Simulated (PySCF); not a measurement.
**A series of related molecules**

Theory: PySCF, TDDFT CAM-B3LYP/aug-cc-pVDZ excited states, vertical, gas phase. Geometry: PBE0-D3(BJ)/def2-SVP.

Each molecule in one low-energy conformer.

Question: How does the largest two-photon cross section among the few lowest singlets (linear parallel light, single beam, Lorentzian half width 0.1 eV, states within 0.08 eV summed) change along this series?
- CN(C)C(F)=C=CF (H replaced by N(CH3)2)
- FC=C=C(F)C(F)(F)F (H replaced by CF3)
- CB(C)C(F)=C=CF (H replaced by B(CH3)2)

Answer: 
```csv
molecule,S1 (eV),f(S1),largest σ (GM),at photon λ (nm)
CN(C)C(F)=C=CF,4.65,0.006,3.9,414
FC=C=C(F)C(F)(F)F,5.44,0.001,0.9,320
CB(C)C(F)=C=CF,4.55,0.001,1.3,356
```
The largest two-photon cross section among the few lowest singlets (linear parallel light, single beam, Lorentzian half width 0.1 eV, states within 0.08 eV summed) is lowest for FC=C=C(F)C(F)(F)F and highest for CN(C)C(F)=C=CF.
